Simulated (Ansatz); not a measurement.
Energy difference R1 + R2 → P1, each structure at its B3LYP-D3(BJ)/def2-TZVP stationary point, reached from a drawn start (curvature not checked).
R1: OSi (SMILES [O+]#[Si-]), charge 0, multiplicity 1.
P1, Cl2OSi (SMILES O=[Si](Cl)Cl) (charge 0, multiplicity 1, Z-matrix in Å and degrees):
```
Si
O 1 1.5099
Cl 1 2.0170 2 125.68
Cl 1 2.0170 2 125.68 3 180.00
```
R2: Cl2 (SMILES ClCl), charge 0, multiplicity 1.

P less R. No zero-point or thermal terms.

Cores are frozen in the correlated methods.

Run with Ansatz (a program for electronic structure) with Gaussian orbitals. Each number belongs to the level named beside it.

Total energies in hartree:

```json
[
 {"structure": "R1", "PBE/def2-TZVPP": "-364.544284", "B3LYP/def2-TZVPP": "-364.786543", "CCSD(T)/cc-pV(Q+d)Z": "-364.230984"},
 {"structure": "P1", "PBE/def2-TZVPP": "-1284.702334", "B3LYP/def2-TZVPP": "-1285.341283", "CCSD(T)/cc-pV(Q+d)Z": "-1283.851055"},
 {"structure": "R2", "PBE/def2-TZVPP": "-920.021287", "B3LYP/def2-TZVPP": "-920.422107", "CCSD(T)/cc-pV(Q+d)Z": "-919.479309"}
]
```

**Question.** Work out the reaction energy at each level in kJ/mol (1 hartree = 2625.49964 kJ/mol), and say how far PBE/def2-TZVPP lies from CCSD(T)/cc-pV(Q+d)Z.

**Answer.** 
- PBE/def2-TZVPP: (-1284.702334) − (-364.544284) − (-920.021287) = -0.136763 hartree = -359.1 kJ/mol
- B3LYP/def2-TZVPP: (-1285.341283) − (-364.786543) − (-920.422107) = -0.132633 hartree = -348.2 kJ/mol
- CCSD(T)/cc-pV(Q+d)Z: (-1283.851055) − (-364.230984) − (-919.479309) = -0.140762 hartree = -369.6 kJ/mol
PBE/def2-TZVPP less CCSD(T)/cc-pV(Q+d)Z: 10.5 kJ/mol. CCSD(T)/cc-pV(Q+d)Z is the level counted from, the highest shown, and no exact or measured value.
